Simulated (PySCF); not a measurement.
A structure optimised at PBE-D3(BJ)/def2-TZVP, used in a PySCF frequency run:

```xyz
2

Zn     0.0000     0.0000    -1.1887
Br     0.0000     0.0000     1.0189
```
Charge +1, spin multiplicity 1.

Question: Write its SMILES, formula and point group.

Answer: [Zn+][Br], BrZn, C∞v

Question: What are its rotational constants (standard atomic weights)?

Answer: 2.8837 GHz (linear rotor, B only)
